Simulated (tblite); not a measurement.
Input of a run (GFN2-xTB geometry optimisation, gas phase (tblite 0.8.0)), started from a force field or distance geometry:
```
{"job": {"kind": "relax", "xc": "GFN2-xTB", "basis": "xTB"}, "charge": 0, "multiplicity": 2}
C     -3.077900     0.569700     0.039800
O     -1.715700     0.778600     0.047400
C     -0.966200    -0.388600    -0.187700
C      0.498200    -0.203200    -0.190300
C      1.030600     0.425500    -1.203900
O      2.367500     0.675300    -1.367600
C      3.313800     0.868700    -0.342400
C     -1.602400    -1.663300     0.261700
O     -1.581400    -1.254400    -1.077600
H     -3.419400    -0.139800    -0.736400
H     -3.640800     1.535900    -0.073100
H      1.130000    -0.580900     0.618200
H      0.365000     0.792600    -1.999800
H      4.308100     1.043400    -0.850300
H      3.131700     1.730900     0.312900
H      3.432800    -0.102900     0.221600
H     -1.025300    -2.577600     0.416700
H     -2.557500    -1.503700     0.834200
```

Output (eV, eV/Å):
```
step      E/eV     max force
  0    -801.98484    2.015
  1    -802.19135    1.293
  2    -802.30322    0.996
  3    -802.37063    0.634
  4    -802.43807    0.478
  5    -802.46307    0.399
  6    -802.48812    0.387
  7    -802.50367    0.340
  8    -802.51953    0.274
  9    -802.53364    0.278
 10    -802.54837    0.329
 11    -802.56366    0.304
 12    -802.57947    0.316
 13    -802.59309    0.296
 14    -802.60350    0.241
 15    -802.61166    0.232
 16    -802.61804    0.198
 17    -802.62286    0.183
 18    -802.62635    0.129
 19    -802.62886    0.102
 20    -802.63106    0.122
 21    -802.63340    0.142
 22    -802.63582    0.114
 23    -802.63800    0.111
 24    -802.64000    0.126
 25    -802.64219    0.134
 26    -802.64472    0.125
 27    -802.64726    0.138
 28    -802.64958    0.147
 29    -802.65201    0.140
 30    -802.65507    0.159
 31    -802.65843    0.150
 32    -802.66103    0.130
 33    -802.66261    0.122
 34    -802.66383    0.105
 35    -802.66508    0.088
 36    -802.66619    0.079
 37    -802.66703    0.071
 38    -802.66778    0.086
 39    -802.66863    0.080
 40    -802.66954    0.088
 41    -802.67029    0.068
 42    -802.67080    0.049
 43    -802.67124    0.056
 44    -802.67177    0.063
 45    -802.67235    0.062
 46    -802.67282    0.045
 47    -802.67318    0.045
 48    -802.67351    0.048
 49    -802.67389    0.054
 50    -802.67423    0.047
 51    -802.67443    0.029
 52    -802.67456    0.024
 53    -802.67467    0.022
 54    -802.67478    0.021
 55    -802.67488    0.025
 56    -802.67498    0.025
 57    -802.67509    0.025
 58    -802.67522    0.022
 59    -802.67534    0.025
 60    -802.67545    0.025
 61    -802.67557    0.026
 62    -802.67572    0.026
 63    -802.67588    0.029
 64    -802.67603    0.029
 65    -802.67616    0.027
 66    -802.67628    0.031
 67    -802.67643    0.031
 68    -802.67659    0.028
 69    -802.67675    0.028
 70    -802.67688    0.024
 71    -802.67699    0.021
 72    -802.67709    0.024
 73    -802.67718    0.023
 74    -802.67728    0.026
 75    -802.67737    0.026
 76    -802.67747    0.026
 77    -802.67760    0.030
 78    -802.67781    0.039
 79    -802.67819    0.055
 80    -802.67881    0.063
 81    -802.67956    0.072
 82    -802.68029    0.081
 83    -802.68122    0.075
 84    -802.68209    0.151
 85    -802.68380    0.104
 86    -802.68696    0.149
 87    -802.69010    0.193
 88    -802.69216    0.179
 89    -802.69163    0.444
 90    -802.70119    0.121
 91    -802.70620    0.167
 92    -802.70366    0.571
 93    -802.70945    0.280
 94    -802.71249    0.213
 95    -802.71643    0.128
 96    -802.71839    0.210
 97    -802.72101    0.149
 98    -802.72638    0.088
 99    -802.72634    0.180
100    -802.72789    0.101
101    -802.72857    0.099
102    -802.72980    0.134
103    -802.73179    0.101
104    -802.73387    0.080
105    -802.73673    0.135
106    -802.73828    0.080
107    -802.73961    0.087
108    -802.73915    0.168
109    -802.74033    0.095
110    -802.74062    0.056
111    -802.74089    0.044
112    -802.74134    0.043
113    -802.74159    0.053
114    -802.74193    0.052
115    -802.74233    0.045
116    -802.74291    0.076
117    -802.74347    0.092
118    -802.74400    0.078
119    -802.74458    0.055
120    -802.74505    0.051
121    -802.74535    0.047
122    -802.74560    0.038
123    -802.74576    0.024
124    -802.74585    0.019
125    -802.74593    0.018
126    -802.74599    0.015
127    -802.74604    0.017
128    -802.74610    0.015
129    -802.74617    0.017
130    -802.74623    0.016
131    -802.74630    0.019
132    -802.74639    0.021
133    -802.74654    0.031
134    -802.74672    0.030
135    -802.74687    0.035
136    -802.74698    0.021
137    -802.74705    0.013
138    -802.74709    0.011
139    -802.74713    0.009
```

Question: Summarise the run.

Answer: The energy falls by 73.5 kJ/mol over 139 L-BFGS steps, the largest force on an atom goes from 2.01 to 0.009 eV/Å, and the atoms move by 0.744 Å rms after alignment. The bond that changes most is C1–H11 (ends: carbon bonded to O and 2 H; hydrogen on carbon), which shortens by 0.052 Å. Bonds longer at the end by more than 0.005 Å: 3 of 18; shorter: 12. Among the angles that change most is H10–C1–H11, from 109.1° to 121.6°. Among the dihedrals that turn most is O2–C3–C4–H12, from 109° to 27°. The energy rose by more than 1e-5 eV at steps 89, 92, 99 and 108. The first step brought 27 % of the lowering.

Question: What are the final bond lengths?

Answer: C1–O2 1.365 Å, O2–C3 1.381 Å, C3–C4 1.483 Å, C4=C5 1.330 Å, C5–O6 1.343 Å, O6–C7 1.411 Å, C3–C8 1.482 Å, C8–O9 1.410 Å, C3–O9 1.389 Å, C1–H10 1.075 Å, C1–H11 1.072 Å, C4–H12 1.077 Å, C5–H13 1.082 Å, C7–H14 1.088 Å, C7–H15 1.094 Å, C7–H16 1.094 Å, C8–H17 1.082 Å, C8–H18 1.083 Å. Numbering counts from 1 in the input's order; the species is `C(=C\OC)/[C@]1(OC1)O[CH2]` [radical].

On one thread of an Intel Xeon 6975P-C, shared host, this took 0.71 s.

Its GFN2-xTB frequencies are all real (lowest 49 cm⁻¹).

One conformer stands for the species.

The numbers are calculated, not measured.
